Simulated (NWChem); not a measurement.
# GeBrF3; SMILES [F][Ge]([F])([F])[Br]

Program: NWChem. The geometry was optimised at PBE0/def2-SVP. Level r2SCAN/def2-SVP: energy and gradient on several grids; changes count from the extra-fine grid, which is no exact limit either.

| grid | size of the energy change (μHa) | largest change of a gradient component (μHa/bohr) |
|---|---|---|
| xcoarse | 10000 | 3000 |
| coarse | 800 | 900 |
| medium | 400 | 200 |
| fine | 30 | 80 |
| xfine | < 10 | < 30 |
